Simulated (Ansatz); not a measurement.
Born–Oppenheimer molecular dynamics of C3H11NOSi (17 atoms, charge 0, multiplicity 1). It starts from a relaxed structure.

All numbers below come from Ansatz, RKS B3LYP-D4/STO-3G.

```json
{"ensemble": "NVT, Nosé–Hoover chain", "time step": "0.5 fs", "steps asked": "225", "set temperature": "700 K", "thermostat": "time constant 50 fs, chain length 5", "seed": "447603"}
```

Frames 0.5 fs apart, positions in Å.

Velocities at 0.0 fs (Å/ps):

```
C -1.08 4.04 -10.16
C 0.30 0.10 -9.57
O -2.62 -0.41 11.33
Si 1.21 2.04 3.26
C -1.10 -0.37 0.08
N 4.58 -2.76 -11.60
H 7.68 25.62 47.35
H 31.22 -30.43 18.62
H -50.03 11.79 -13.86
H -4.70 -12.99 14.26
H -20.79 -5.03 -18.17
H 0.54 -8.35 20.91
H 60.16 -18.99 29.32
H -0.07 -17.75 0.74
H -22.02 -24.36 1.45
H -26.64 15.73 -12.69
H -8.68 7.86 36.75
```

```xyz
17
Properties=species:S:1:pos:R:3 time_fs=0.0 energy_less_start_eV=0.000 T=700
C 2.159 -1.704 0.552
C 1.380 -0.393 0.219
O -0.036 -0.621 0.498
Si -0.964 0.811 0.247
C -1.073 1.253 -1.573
N -2.589 0.515 0.853
H 3.233 -1.571 0.352
H 2.026 -1.967 1.613
H 1.784 -2.536 -0.063
H 1.568 -0.133 -0.851
H 1.806 0.441 0.828
H -0.387 1.908 1.003
H -0.091 1.519 -1.982
H -1.468 0.419 -2.167
H -1.740 2.112 -1.717
H -2.582 0.240 1.865
H -3.043 -0.294 0.363
17
Properties=species:S:1:pos:R:3 time_fs=0.5 energy_less_start_eV=0.039 T=680
C 2.158 -1.702 0.547
C 1.380 -0.393 0.214
O -0.038 -0.621 0.503
Si -0.963 0.812 0.249
C -1.074 1.252 -1.573
N -2.587 0.513 0.847
H 3.237 -1.559 0.376
H 2.041 -1.982 1.622
H 1.758 -2.530 -0.070
H 1.565 -0.139 -0.844
H 1.796 0.439 0.819
H -0.387 1.904 1.014
H -0.061 1.509 -1.968
H -1.468 0.410 -2.167
H -1.751 2.100 -1.716
H -2.595 0.248 1.859
H -3.048 -0.290 0.382
17
Properties=species:S:1:pos:R:3 time_fs=1.0 energy_less_start_eV=0.147 T=625
C 2.157 -1.700 0.542
C 1.381 -0.393 0.209
O -0.039 -0.621 0.509
Si -0.962 0.813 0.251
C -1.074 1.252 -1.573
N -2.584 0.512 0.841
H 3.240 -1.546 0.399
H 2.056 -1.997 1.630
H 1.734 -2.524 -0.076
H 1.563 -0.145 -0.838
H 1.786 0.436 0.810
H -0.387 1.900 1.024
H -0.033 1.500 -1.953
H -1.468 0.402 -2.166
H -1.762 2.088 -1.716
H -2.608 0.256 1.853
H -3.053 -0.287 0.399
17
Properties=species:S:1:pos:R:3 time_fs=1.5 energy_less_start_eV=0.295 T=550
C 2.157 -1.698 0.538
C 1.380 -0.394 0.205
O -0.040 -0.621 0.515
Si -0.962 0.814 0.252
C -1.075 1.252 -1.573
N -2.582 0.511 0.836
H 3.244 -1.534 0.420
H 2.071 -2.010 1.635
H 1.711 -2.517 -0.083
H 1.561 -0.151 -0.835
H 1.777 0.435 0.802
H -0.387 1.896 1.034
H -0.008 1.490 -1.937
H -1.467 0.394 -2.165
H -1.772 2.077 -1.716
H -2.621 0.265 1.847
H -3.058 -0.285 0.414
17
Properties=species:S:1:pos:R:3 time_fs=2.0 energy_less_start_eV=0.450 T=472
C 2.156 -1.697 0.533
C 1.380 -0.394 0.201
O -0.042 -0.621 0.520
Si -0.961 0.815 0.254
C -1.074 1.251 -1.573
N -2.580 0.510 0.830
H 3.247 -1.523 0.441
H 2.085 -2.022 1.637
H 1.691 -2.509 -0.088
H 1.560 -0.156 -0.834
H 1.768 0.436 0.795
H -0.387 1.892 1.044
H 0.011 1.480 -1.921
H -1.465 0.388 -2.163
H -1.782 2.067 -1.716
H -2.633 0.274 1.843
H -3.065 -0.286 0.427
17
Properties=species:S:1:pos:R:3 time_fs=2.5 energy_less_start_eV=0.581 T=405
C 2.156 -1.695 0.529
C 1.380 -0.394 0.197
O -0.043 -0.622 0.526
Si -0.961 0.816 0.256
C -1.074 1.251 -1.573
N -2.577 0.509 0.825
H 3.249 -1.513 0.458
H 2.097 -2.033 1.635
H 1.673 -2.500 -0.093
H 1.558 -0.160 -0.837
H 1.762 0.438 0.789
H -0.387 1.888 1.054
H 0.026 1.470 -1.905
H -1.462 0.382 -2.160
H -1.792 2.059 -1.717
H -2.645 0.284 1.839
H -3.073 -0.290 0.437
17
Properties=species:S:1:pos:R:3 time_fs=3.0 energy_less_start_eV=0.672 T=358
C 2.155 -1.694 0.526
C 1.379 -0.395 0.193
O -0.044 -0.622 0.531
Si -0.960 0.817 0.257
C -1.073 1.250 -1.573
N -2.575 0.508 0.820
H 3.251 -1.504 0.473
H 2.107 -2.042 1.629
H 1.658 -2.491 -0.097
H 1.557 -0.164 -0.844
H 1.756 0.442 0.784
H -0.387 1.884 1.063
H 0.034 1.460 -1.888
H -1.458 0.378 -2.156
H -1.800 2.052 -1.718
H -2.656 0.295 1.837
H -3.083 -0.296 0.444
17
Properties=species:S:1:pos:R:3 time_fs=3.5 energy_less_start_eV=0.722 T=332
C 2.154 -1.693 0.523
C 1.378 -0.395 0.190
O -0.045 -0.622 0.537
Si -0.960 0.818 0.259
C -1.071 1.249 -1.573
N -2.573 0.507 0.815
H 3.252 -1.496 0.485
H 2.116 -2.048 1.619
H 1.647 -2.481 -0.100
H 1.556 -0.167 -0.855
H 1.752 0.448 0.780
H -0.388 1.880 1.073
H 0.035 1.450 -1.871
H -1.453 0.375 -2.152
H -1.807 2.046 -1.720
H -2.666 0.308 1.835
H -3.093 -0.304 0.448
17
Properties=species:S:1:pos:R:3 time_fs=4.0 energy_less_start_eV=0.741 T=322
C 2.154 -1.692 0.520
C 1.377 -0.396 0.188
O -0.046 -0.622 0.542
Si -0.959 0.819 0.261
C -1.070 1.247 -1.574
N -2.570 0.506 0.810
H 3.251 -1.490 0.493
H 2.122 -2.053 1.606
H 1.639 -2.470 -0.103
H 1.556 -0.169 -0.869
H 1.750 0.455 0.777
H -0.388 1.877 1.081
H 0.031 1.441 -1.855
H -1.447 0.373 -2.147
H -1.813 2.042 -1.723
H -2.675 0.322 1.835
H -3.103 -0.312 0.449
17
Properties=species:S:1:pos:R:3 time_fs=4.5 energy_less_start_eV=0.743 T=320
C 2.153 -1.691 0.518
C 1.376 -0.397 0.185
O -0.047 -0.622 0.547
Si -0.959 0.819 0.262
C -1.068 1.246 -1.574
N -2.568 0.505 0.806
H 3.250 -1.485 0.497
H 2.125 -2.055 1.589
H 1.636 -2.459 -0.105
H 1.555 -0.170 -0.884
H 1.749 0.463 0.774
H -0.389 1.873 1.089
H 0.021 1.433 -1.840
H -1.439 0.372 -2.141
H -1.817 2.039 -1.726
H -2.682 0.337 1.835
H -3.112 -0.321 0.447
17
Properties=species:S:1:pos:R:3 time_fs=5.0 energy_less_start_eV=0.745 T=319
C 2.152 -1.691 0.516
C 1.375 -0.398 0.183
O -0.048 -0.623 0.552
Si -0.958 0.820 0.264
C -1.065 1.244 -1.574
N -2.567 0.505 0.801
H 3.247 -1.482 0.497
H 2.125 -2.056 1.571
H 1.636 -2.448 -0.107
H 1.554 -0.172 -0.901
H 1.749 0.472 0.771
H -0.391 1.870 1.097
H 0.007 1.426 -1.826
H -1.431 0.371 -2.135
H -1.819 2.037 -1.730
H -2.689 0.354 1.834
H -3.119 -0.329 0.444
17
Properties=species:S:1:pos:R:3 time_fs=5.5 energy_less_start_eV=0.755 T=314
C 2.152 -1.690 0.514
C 1.373 -0.398 0.181
O -0.049 -0.623 0.557
Si -0.958 0.821 0.265
C -1.063 1.242 -1.574
N -2.565 0.503 0.797
H 3.244 -1.480 0.494
H 2.122 -2.055 1.552
H 1.639 -2.438 -0.110
H 1.552 -0.173 -0.917
H 1.750 0.480 0.768
H -0.392 1.867 1.104
H -0.010 1.421 -1.814
H -1.422 0.370 -2.129
H -1.818 2.035 -1.734
H -2.695 0.372 1.834
H -3.125 -0.335 0.439
```

Of the whole run (112 fs, mean temperature of the second half 520 K): The conserved energy stayed within 0.8 meV per atom of its start (net change 0.67 meV per atom), so the integration is sound. The mean temperature of the second half is 26 % below the set value. A run of 0.11 ps of so small a system gives no equilibrium averages. Limits of this set-up: minimal basis.

Time of the run: 16 min on 1 thread of Arm Neoverse V1, with other jobs on the host, peak memory 0.12 GiB.
